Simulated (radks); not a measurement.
Values are calculated unless marked as measured or tabulated.
Charge is removed step by step from the 3d down level of Re3+, starting from [Ar] 3d(up 5, down 5) 4s2 4p6 4d10 4f14 5s2 5p6 5d4. Level of theory: scalar-relativistic Kohn-Sham, SCAN, spin-polarised, spherical densities, finite nucleus; open shells are filled with parallel spins first (spin-orbit coupling, left out, can overturn this in heavy ions); meta-GGA in the generalised Kohn-Sham scheme; Fermi nuclear charge, rms radius 5.3698 fm (a radial shooting solver on a logarithmic mesh with Libxc functionals).

removed (e)  E - E(0) (eV)  eigenvalue (eV)  E minus straight line (eV)
0                    0.000          -1919.6                       0.000
0.1                 191.97          -1926.2                      -2.999
0.2                 384.60          -1932.8                      -5.337
0.3                 577.90          -1939.5                      -7.013
0.4                 771.85          -1946.1                      -8.025
0.5                 966.48          -1952.8                      -8.370
0.6                 1161.8          -1959.5                      -8.045
0.7                 1357.7          -1966.3                      -7.050
0.8                 1554.4          -1973.0                      -5.379
0.9                 1751.7          -1979.8                      -3.029
1                   1949.7          -1986.6                       0.000

Removing the whole electron costs 1949.7 eV by Delta-SCF, against 1919.6 eV from minus the eigenvalue at the starting occupation. Slater's transition state (half an electron removed) gives 1952.8 eV. Integrating minus the eigenvalue over the occupation (Janak's theorem) gives 1952.9 eV. In this scalar-relativistic scheme the density is built from large components alone, so the theorem holds only approximately. The mean slope of the eigenvalue, de/dn, is 67.0 eV per electron.
